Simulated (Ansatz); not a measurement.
Molecule: sum formula BeHCl, net charge 0, singlet state. 
Geometry from a B3LYP-D3(BJ)/def2-TZVP (Ansatz, an electronic-structure program) optimisation:
SMILES: [BeH][Cl]
```xyz
3

Be     0.0000     0.0000    -1.3353
H      0.0000     0.0000    -2.6579
Cl     0.0000     0.0000     0.4705
```
Charge 0, spin multiplicity 1.

Parts of the frozen-core correlation energy in def2-SVP (Ansatz, hartree). Frozen orbitals: 6; correlated occupied orbitals by spin: 5 and 5; virtual: 21 and 21. Spin-orbit coupling is left out. No relativistic terms.

| term | value |
|---|---|
| reference (HF) | -474.61884 |
| MP2 opposite-spin | ? |
| MP2 same-spin | ? |
| CCSD correlation | ? |
| (T) | -0.00299 |
| CCSDT minus CCSD(T) | -0.00034 |
| CCSDT(Q) minus CCSD(T) | -0.00062 |
| T1 diagnostic | 0.009 |
| largest doubles amplitude | 0.033 |

Problem. Complete the blanks.

Solution. 
- MP2 opposite-spin, value: -0.12620
- MP2 same-spin, value: -0.03909
- CCSD correlation, value: -0.18505
